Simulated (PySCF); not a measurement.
**Excitation energy of Kr²⁺ by level of theory**

Kr²⁺ [Ar] 3d10 4s2 4p4 (3P) → Kr²⁺ [Ar] 3d10 4s2 4p3 5s1 (5S), as a difference of total energies. Computed with PySCF 2.14 in aug-cc-pVTZ-PP with ECP10MDF (6s5p4d2f, 55 functions), with a scalar-relativistic core potential. Correlated levels: valence: 3s2 3p6 3d10 frozen. The calculations carry no spin-orbit coupling.

```json
{"method": "UHF", "excitation energy (eV)": "17.145"}
{"method": "LDA", "excitation energy (eV)": "17.532"}
{"method": "PBE", "excitation energy (eV)": "17.407"}
{"method": "PBE0", "excitation energy (eV)": "17.611"}
{"method": "r2SCAN", "excitation energy (eV)": "18.053"}
{"method": "M06-2X", "excitation energy (eV)": "17.636"}
{"method": "M06-L", "excitation energy (eV)": "18.391"}
{"method": "LC-wPBE", "excitation energy (eV)": "18.008"}
{"method": "revPBE", "excitation energy (eV)": "17.442"}
{"method": "MP2 (valence)", "excitation energy (eV)": "17.368"}
{"method": "SCS-MP2 (valence)", "excitation energy (eV)": "17.612"}
```

Q: How much does correlation contribute at MP2 (valence)?

A: 17.368 − (17.145) = 0.223 eV, measured against UHF.

The promoted electron is Rydberg-like, and one or two diffuse shells describe it only roughly, which tends to raise the upper state.
